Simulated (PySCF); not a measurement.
Estimate the missing entries of this data sheet.

C6H5NO3.
Geometry (GFN2-xTB, Å), atoms numbered from 1 in this order:
```
atom  x, y, z in Å
O1     2.915    1.321    0.236
C2     2.908    0.167   -0.062
O3     1.868   -0.643   -0.232
C4     0.545   -0.261   -0.091
C5     0.090    1.027    0.165
C6    -1.285    1.200    0.263
C7    -2.146    0.143    0.111
N8    -1.694   -1.112   -0.139
O9    -2.488   -2.066   -0.275
C10   -0.359   -1.301   -0.238
H11    3.816   -0.432   -0.249
H12    0.767    1.854    0.284
H13   -1.689    2.180    0.461
H14   -3.219    0.237    0.181
H15   -0.032   -2.309   -0.438
```

```tsv
property	level	value
rotational constants A, B, C of the GFN2-xTB geometry	GFN2-xTB	?
dipole moment	PBE0/def2-SVPD	?
HOMO energy	PBE0/def2-SVPD	-6.74 eV
LUMO energy	PBE0/def2-SVPD	?
lowest singlet excitation	TDDFT PBE0/def2-SVPD	4.24 eV (292 nm, f = 0.020)
strongest line among the 6 lowest singlet transitions	TDDFT PBE0/def2-SVPD	S3 at 4.89 eV (253 nm, f = 0.148)
lowest triplet excitation (Tamm–Dancoff)	TDA PBE0/def2-SVPD	2.73 eV
static isotropic polarisability	PBE0/def2-SVPD	91.7 au
electronic spatial extent ⟨r²⟩ about the centre of nuclear charge	PBE0/def2-SVPD	1510 bohr²
13C chemical shifts (computed TMS as zero) by class	GIAO PBE0/pcSseg-1	162.9 (C2), 159.2 (C4), 142.4 (C7), 136.5 (C10), 132.6 (C6), 117.5 (C5) ppm
1H chemical shifts (computed TMS as zero) by class	GIAO PBE0/pcSseg-1	?
isotropic shieldings of nuclei other than C and H, by class	GIAO PBE0/pcSseg-1	-72 (N8), -146 (O9), -126 (O1), 99 (O3) ppm
```

The electronic properties come from PySCF, for the isolated species, density fitting.

Task: The rotational constants A, B, C of the GFN2-xTB geometry?

Result: 3.597, 0.860, 0.695 GHz.

Task: The dipole moment?

Result: 2.42 D.

Task: Give the 1H chemical shifts (computed TMS as zero) by class.

Result: 8.62 (H12), 8.31 (H11), 8.22 (H15), 8.17 (H14), 7.39 (H13) ppm.

Task: What is the LUMO energy?

Result: -1.58 eV.

The vertical singlet–triplet gap S1 − T1 is 1.51 eV (TDDFT singlet less Tamm–Dancoff triplet; S1: HOMO→LUMO+1, weight 0.74; T1: HOMO→LUMO, weight 0.77). The largest Löwdin shares of the HOMO are 0.45 on O9, 0.14 on C5, 0.12 on N8 and 0.09 on C7. The polarisability is 13.59 Å³ as a volume (1 au = 0.148185 Å³), or 1.27 au for each of the 72 electrons. The principal polarisabilities are 49.3, 95.3 and 130.6 au; their mean is the isotropic value.

One conformer stands for the species.
